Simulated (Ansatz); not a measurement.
Basis-set series for C2H8OSi2 (`C=C[SiH2]O[SiH3]`). Charge 0, multiplicity 1. The structure was optimised at the PBE0-D4/def2-TZVP level. It is one conformer, not always the lowest.

| functional | basis | functions | energy (Eh) | HOMO (eV) | LUMO (eV) |
| --- | --- | --- | --- | --- | --- |
| PBE0-D4 | def2-TZVPP | 289 | -734.95143 | -8.01 | -0.50 |
| PBE0-D4 | def2-QZVPP | 551 | -734.98094 | -8.02 | -0.55 |
| ωB97M-V | def2-TZVPP | 289 | -735.26047 | -10.25 | 1.61 |
| ωB97M-V | def2-QZVPP | 551 | -735.28770 | -10.25 | 1.31 |

Q: Give the rows for def2-SVP. (An estimate is asked.)

A: Computed: 
```tsv
functional	basis	functions	energy (Eh)	HOMO (eV)	LUMO (eV)
PBE0-D4	def2-SVP	118	-734.55772	-7.94	-0.28
ωB97M-V	def2-SVP	118	-734.85792	-10.16	1.93
```

Positive LUMOs are unbound and depend on the basis.
